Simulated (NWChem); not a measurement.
Species: 1,1,1-trifluoroethane (C2H3F3); SMILES C(F)(F)(C)F

Computed with NWChem. The level has its own optimisation; frequencies are unscaled.

Q: What does the run give for Hartree-Fock/STO-3G? Quantities: r C–C (Å); r C–H (Å); r C–F (Å); highest harmonic frequency (cm⁻¹); lowest (cm⁻¹); zero-point energy (kcal/mol); dipole (D).

A: 
- r C–C (Å) = 1.562
- r C–H (Å) = 1.085
- r C–F (Å) = 1.374
- highest harmonic frequency (cm⁻¹) = 3769
- lowest (cm⁻¹) = 154
- zero-point energy (kcal/mol) = 38.1
- dipole (D) = 1.56
